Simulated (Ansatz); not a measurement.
Ansatz results at the PBE0-D4/def2-TZVP geometry: HOMO energy (PBE/def2-TZVPP) -4.68 eV; HOMO–LUMO gap (ωB97M-V/def2-TZVPP) 10.77 eV; size of the dipole moment (PBE/def2-TZVPP) 0.46 D.

Each molecule was computed in one conformer, which needn't be the lowest.

Question: Which molecule gave them?
A. `[CH3][GeH]([NH2])[Cl]`
B. `[SH][Ge]([SH])([SH])[Cl]`
C. `C[CH2][GeH]([CH2]C)[N](C)C`
D. `C[O][Ge]([O]C)([Si](C)(C)C)[Si](C)(C)C`

Answer: C. The others give `[CH3][GeH]([NH2])[Cl]`: -6.31, 12.24, 1.89; `C[O][Ge]([O]C)([Si](C)(C)C)[Si](C)(C)C`: -5.36, 10.32, 1.26; `[SH][Ge]([SH])([SH])[Cl]`: -6.47, 10.26, 1.44.
